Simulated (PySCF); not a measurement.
Structure problem from calculated spectra and properties.

Formula: C2H9F3P2Si2.

* NMR, other nuclei: isotropic shieldings of nuclei other than C and H, by class: 243 (3 F), 400 (1 Si), 406 (1 Si), 590 (1 P), 603 (1 P) ppm [GIAO PBE0/pcSseg-1]
* 13C NMR: chemical shifts (computed TMS as zero) by class: 136.3 (1 C), 22.5 (1 C) ppm [GIAO PBE0/pcSseg-1]
* 1H NMR: chemical shifts (computed TMS as zero) by class: 4.70 (2 H), 4.43 (2 H), 1.69 (2 H), 1.34 (2 H), 0.41 (1 H) ppm [GIAO PBE0/pcSseg-1]
* Rotational structure: rotational constants A, B, C: 1.452, 0.330, 0.306 GHz [GFN2-xTB]
* Dipole: 1.96 D [PBE0/pcSseg-1]

Gas-phase values; electronic properties from PySCF, density fitting. Levels stand in brackets. One conformer (not necessarily the lowest) at the GFN2-xTB geometry, without solvent, vibrations or thermal averaging. NMR classes are plain means over equivalent atoms (diastereotopic ones count apart unless rotation or inversion swaps them), as if these changed places fast.

Q: Give a SMILES that accounts for the data.

A: Numbering: `[F:1][C:2]([F:3])([F:4])[CH2:5][SiH2:6][PH:7][SiH2:8][PH2:9]`. 2 carbons fall into 2 classes; from least to most shielded: CF3 carbon [C2] (136.3 ppm), sp3 carbon bound to silicon [C5] (22.5 ppm). Hydrogen classes from least to most shielded: 2 H on an SiH2 silicon, Si6 (4.70 ppm), 2 H on an SiH2 silicon, Si8 (4.43 ppm), 2 H on an sp3 carbon bound to silicon, C5 (1.69 ppm), 2 H on a three-coordinate phosphorus, P9 (1.34 ppm, a mean of values up to 0.7 ppm apart in this geometry), 1 H on a three-coordinate phosphorus, P7 (0.41 ppm). The other shieldings belong to: 243 ppm, fluorine of a CF3 group [F1/F3/F4]; 400 ppm, SiH2 silicon [Si6]; 406 ppm, SiH2 silicon [Si8]; 590 ppm, three-coordinate phosphorus [P9]; 603 ppm, three-coordinate phosphorus [P7]. The optimised geometry has point group C1 and is an asymmetric top. Structure: `FC(F)(F)C[SiH2]P[SiH2]P`. The assignments are read from this structure; whether some other isomer fits the data as well wasn't checked.
